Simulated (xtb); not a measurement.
I3In, charge -1, doublet, geometry from GFN2-xTB (such geometries of metal compounds can be far from the true shape) (a state made from the parent by changing its charge; the spin is typed, not shown lowest); xtb with GFN0-xTB.

Here is a job for xtb.
```
$ xtb mol.xyz --gfn 0 --chrg -1 --uhf 1 --hess --json

# file mol.xyz
4

In     0.22418018     0.57888265     0.40059815
I      2.49361918    -0.60297698    -0.94404368
I     -0.99299386    -1.38513109     2.13736085
I     -1.70788624     1.45291468    -1.56368150
```

It wrote (shortened):

```
   ID    Z sym.   atoms
    1   49 In     1
    2   53 I      2-4

           -------------------------------------------------
          |                Calculation Setup                |
           -------------------------------------------------

           -------------------------------------------------
          |                 G F N 0 - x T B                 |
           -------------------------------------------------

          ...................................................
          :                      SETUP                      :
          :.................................................:
          :  # basis functions                  40          :
          :  # atomic orbitals                  36          :
          :  # shells                           12          :
          :  # electrons                        25          :
          :  electronic temp.          300.0000000     K    :
          :  accuracy                    1.0000000          :
          :  -> integral cutoff          0.2500000E+02      :
          :  -> integral neglect         0.1000000E-07      :
          ...................................................

         :::::::::::::::::::::::::::::::::::::::::::::::::::::
         ::                     SUMMARY                     ::
         :::::::::::::::::::::::::::::::::::::::::::::::::::::
         :: total energy             -13.373410784127 Eh    ::
         :: gradient norm              0.031473455724 Eh/a0 ::
         :: HOMO-LUMO gap              5.922711973873 eV    ::
         ::.................................................::
         :: H0 energy                -12.185541532071 Eh    ::
         :: repulsion energy           0.006868419982 Eh    ::
         :: electrostat energy        -1.193299844649 Eh    ::
         :: -> Gsolv                   0.000000000000 Eh    ::
         ::    -> Gsasa                0.000000000000 Eh    ::
         ::    -> Gshift               0.000000000000 Eh    ::
         :: dispersion energy         -0.001437827390 Eh    ::
         :: short-range corr.          0.000000000000 Eh    ::
         :: add. restraining           0.000000000000 Eh    ::
         :: total charge              -1.000000000000 e     ::
         :::::::::::::::::::::::::::::::::::::::::::::::::::::

           -------------------------------------------------
          |                Numerical Hessian                |
           -------------------------------------------------
step length          :   0.00500
SCC accuracy         :   0.30000
Hessian scale factor :   1.00000
frozen atoms in %    :   0.00000    0
RMS gradient         :   0.03147 !! INCOMPLETELY OPTIMIZED GEOMETRY !!
estimated CPU  time      0.00 min

writing file <hessian>.

 projected vibrational frequencies (cm⁻¹)
eigval :       -0.00    -0.00    -0.00    -0.00    -0.00     0.00
eigval :      -23.37   -10.13   -10.13   134.97   139.87   139.87
           -------------------------------------------------
          |                Property Printout                |
           -------------------------------------------------

    * Orbital Energies and Occupations

         #    Occupation            Energy/Eh            Energy/eV
      -------------------------------------------------------------
         1        2.0000           -0.6559328             -17.8488
         2        2.0000           -0.6543653             -17.8062
         3        2.0000           -0.6543653             -17.8062
         4        2.0000           -0.4929900             -13.4149
         5        2.0000           -0.4398044             -11.9677
         6        2.0000           -0.4398044             -11.9677
         7        2.0000           -0.4340718             -11.8117
         8        2.0000           -0.4319435             -11.7538
         9        2.0000           -0.4319435             -11.7538
        10        2.0000           -0.4265653             -11.6074
        11        2.0000           -0.4265653             -11.6074
        12        2.0000           -0.4246591             -11.5556
        13        1.0000           -0.3595205              -9.7831 (HOMO)
        14                         -0.1418648              -3.8603 (LUMO)
        15                         -0.1200542              -3.2668
        16                         -0.1200542              -3.2668
        17                         -0.0610941              -1.6625
        18                         -0.0610941              -1.6625
        19                         -0.0560887              -1.5263
        20                         -0.0500247              -1.3612
        21                         -0.0500247              -1.3612
        22                         -0.0462989              -1.2599
        23                         -0.0456085              -1.2411
Molecule has the following symmetry elements: (C3) 3*(sigma)
It seems to be the C3v point group
        24                         -0.0456085              -1.2411
       ...                                ...                  ...
        36                          2.3627192              64.2929
      -------------------------------------------------------------
                  HL-Gap            0.2176557 Eh            5.9227 eV
             Fermi-level            0.0000000 Eh            0.0000 eV

     #   Z          covCN         q      C6AA      α(0)
     1  49 In       2.471     0.098   296.946    32.890
     2  53 I        0.824    -0.366   398.056    34.464
     3  53 I        0.824    -0.366   398.056    34.464
     4  53 I        0.824    -0.366   398.056    34.464

 Mol. C6AA /au·bohr⁶  :       5934.872079
 Mol. C8AA /au·bohr⁸  :     612507.772794
 Mol. α(0) /au        :        136.281337

Wiberg/Mayer (AO) data.
largest (>0.10) Wiberg bond orders for each atom

 ---------------------------------------------------------------------------
     #   Z sym  total        # sym  WBO       # sym  WBO       # sym  WBO
 ---------------------------------------------------------------------------
     1  49 In   2.452 --     4 I    0.817     2 I    0.817     3 I    0.817
     2  53 I    0.979 --     1 In   0.817
     3  53 I    0.979 --     1 In   0.817
     4  53 I    0.979 --     1 In   0.817
 ---------------------------------------------------------------------------

Topologies differ in total number of bonds
Writing topology from bond orders to xtbtopo.mol

 dipole moment from electron density (au)
     X       Y       Z
   0.4601   1.1880   0.8221  total (Debye):    3.854

           -------------------------------------------------
          |               Frequency Printout                |
           -------------------------------------------------
 projected vibrational frequencies (cm⁻¹)
eigval :       -0.00    -0.00    -0.00    -0.00    -0.00     0.00
eigval :      -23.37   -10.13   -10.13   134.97   139.87   139.87
 reduced masses (amu)
   1:125.05   2:125.38   3:124.97   4:124.65   5:126.00   6:125.95   7:121.33   8:125.19
   9:125.19  10:123.20  11:119.84  12:119.84
 IR intensities (km·mol⁻¹)
   1:  0.81   2:  0.95   3:  0.89   4:  1.53   5:  1.08   6:  0.77   7:  0.67   8:  0.14
   9:  0.14  10:  0.32  11:  0.96  12:  0.96
 Raman intensities (Ä⁴*amu⁻¹)
   1:  0.00   2:  0.00   3:  0.00   4:  0.00   5:  0.00   6:  0.00   7:  0.00   8:  0.00
   9:  0.00  10:  0.00  11:  0.00  12:  0.00
 output can be read by thermo (or use thermo option).
 writing <g98.out> molden fake output.
 recommended (thermochemical) frequency scaling factor: 1.0
           -------------------------------------------------
          |             Thermodynamic Functions             |
           -------------------------------------------------

c3v symmetry found (for desy threshold:  0.10E+00) used in thermo
 inverting freq            2   10.126696816010201
 inverting freq            3   10.125986487484749

          ...................................................
          :                      SETUP                      :
          :.................................................:
          :  # frequencies                           5      :
          :  # imaginary freq.                       1      :
          :  linear?                             false      :
          :  only rotor calc.                    false      :
          :  symmetry                              c3v      :
          :  rotational number                       3      :
          :  scaling factor                  1.0000000      :
          :  rotor cutoff                   50.0000000 cm⁻¹ :
          :  imag. cutoff                  -20.0000000 cm⁻¹ :
          :.................................................:

    mode    ω/cm⁻¹     T·S(HO)/kcal·mol⁻¹    T·S(FR)/kcal·mol⁻¹   T·S(vib)
   ------------------------------------------------------------------------
       1     10.13    -2.38103 (  0.17%)    -1.52935 ( 99.83%)    -1.53078
       2     10.13    -2.38107 (  0.17%)    -1.52937 ( 99.83%)    -1.53080
       3    134.97    -0.85687 ( 98.15%)    -0.76235 (  1.85%)    -0.85513
       4    139.87    -0.83649 ( 98.39%)    -0.75178 (  1.61%)    -0.83513
       5    139.87    -0.83649 ( 98.39%)    -0.75178 (  1.61%)    -0.83512
   ------------------------------------------------------------------------

   temp. (K)  partition function   enthalpy   heat capacity  entropy
                                   cal/mol     cal/K/mol   cal/K/mol   J/K/mol
 298.15  VIB  0.381E+04             2406.355      7.689     18.739
         ROT  0.202E+07              888.752      2.981     31.837
         INT  0.771E+10             3295.108     10.670     50.576
         TR   0.107E+29             1481.254      4.968     44.468
         TOT                        4776.3617    15.6384    95.0444   397.6656

       T/K    H(0)-H(T)+PV         H(T)/Eh          T*S/Eh         G(T)/Eh
   ------------------------------------------------------------------------
    298.15    0.761162E-02    0.860256E-02    0.451586E-01   -0.365561E-01
   ------------------------------------------------------------------------

         :::::::::::::::::::::::::::::::::::::::::::::::::::::
         ::                  THERMODYNAMIC                  ::
         :::::::::::::::::::::::::::::::::::::::::::::::::::::
         :: total free energy         -13.409966870463 Eh   ::
         ::.................................................::
         :: total energy              -13.373410784127 Eh   ::
         :: zero point energy           0.000990938784 Eh   ::
         :: G(RRHO) w/o ZPVE           -0.037547025119 Eh   ::
         :: G(RRHO) contrib.           -0.036556086335 Eh   ::
         :::::::::::::::::::::::::::::::::::::::::::::::::::::
imag cut-off (cm-1) :    5.00
 found            3  significant imaginary frequencies
 writing imag mode distorted coords to xtbhess.xyz
 for further optimization.

           -------------------------------------------------
          | TOTAL ENERGY              -13.373410784127 Eh   |
          | TOTAL ENTHALPY            -13.364808228531 Eh   |
          | TOTAL FREE ENERGY         -13.409966870463 Eh   |
          | GRADIENT NORM               0.031473455724 Eh/α |
          | HOMO-LUMO GAP               5.922711973873 eV   |
           -------------------------------------------------
########################################################################
[WARNING] Runtime exception occurred
-1- hessian_numhess: Hessian on incompletely optimized geometry!
########################################################################

normal termination of xtb
```
